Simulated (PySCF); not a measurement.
# Exercise with solution: entropy of an ideal gas

ClHSSe, SMILES Cl[Se]S.

The structure is a stationary point at B3LYP-D3(BJ)/def2-TZVP. Other conformers were not sampled.

B3LYP-D3(BJ)/def2-TZVP run with PySCF gives the harmonic wavenumbers 156, 364, 384, 410, 847, 2622 cm⁻¹ and the rotational temperatures 0.3526, 0.1170, 0.0889 K. The molar mass is 147.49 g/mol, the symmetry number 1, the spin multiplicity 1.

Q: Work out the entropy at 298.15 K and 1 atm in the rigid-rotor, harmonic-oscillator model.

A: 
Translation (Sackur–Tetrode at 1 atm): S = R[1.5 ln M + 2.5 ln T − 1.16487] = 171.0 J/(mol K).
Rotation: q = (√π/σ) T^1.5/√(θA θB θC) = 151000, S = R[ln q + 3/2] = 111.6 J/(mol K).
Vibration: with u = 1.4388 ν/T, each mode gives R[u/(e^u − 1) − ln(1 − e^−u)]:
```json
[
 {"ν (cm⁻¹)": "156", "modes": "1", "u": "0.75", "S (J/(mol K))": "10.87"},
 {"ν (cm⁻¹)": "364", "modes": "1", "u": "1.76", "S (J/(mol K))": "4.62"},
 {"ν (cm⁻¹)": "384", "modes": "1", "u": "1.85", "S (J/(mol K))": "4.28"},
 {"ν (cm⁻¹)": "410", "modes": "1", "u": "1.98", "S (J/(mol K))": "3.88"},
 {"ν (cm⁻¹)": "847", "modes": "1", "u": "4.09", "S (J/(mol K))": "0.72"}
]
```
The stiffer modes add less than 0.005 each. Sum 24.4 J/(mol K).
Spin: R ln 1 = 0.0 J/(mol K).
Total 307.0 J/(mol K); the program's own thermochemistry gives 307.0. Translation makes up 56 % and vibration 8 %. Anharmonicity, hindered rotation and orbital degeneracy are left out.
